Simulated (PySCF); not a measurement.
# C₆ coefficients of unlike pairs at PBE0

Calculated with PySCF 2.14 from the dipole response of each species, C₆(A,B) = (3/π) ∫ α_A(iu) α_B(iu) du, in atomic units, from isotropic polarisabilities. For ions this is the dispersion term alone; charge-induced terms of lower order in 1/R come first.

```json
{"species": "Au²⁺", "configuration": "[Xe] 4f14 5d9 (2D)", "basis": "def2-TZVPPD with the def2 core potential (60 electrons) (6s5p3d2f1g)", "relativity": "core potential", "α (bohr³)": "7.745", "C₆ (like pair)": "48.67"}
{"species": "K", "configuration": "[Ar] 4s1 (2S)", "basis": "def2-TZVPPD (6s5p3d)", "relativity": "none", "α (bohr³)": "350.9", "C₆ (like pair)": "5109"}
{"species": "As²⁺", "configuration": "[Ar] 3d10 4s2 4p1 (2P)", "basis": "aug-cc-pVQZ-PP with ECP10MDF (7s6p5d3f2g)", "relativity": "core potential", "α (bohr³)": "10.32", "C₆ (like pair)": "44.77"}
{"species": "As³⁺", "configuration": "[Ar] 3d10 4s2 (1S)", "basis": "def2-QZVPPD (12s7p5d4f1g)", "relativity": "none", "α (bohr³)": "7.445", "C₆ (like pair)": "23.72"}
```

(1) Estimate C₆ for As²⁺ with Au²⁺.

No spin-orbit coupling is included.

The other pairs:

```csv
pair,C₆
"As²⁺, K",291.8
"As³⁺, As²⁺",32.49
"As³⁺, Au²⁺",32.43
"As³⁺, K",210.5
"K, Au²⁺",236.1
```

## Answers

(1) The integral gives 43.92. The combination rule 2 C_A C_B / (C_A α_B/α_A + C_B α_A/α_B) gives 44.27 and the geometric mean 46.68.
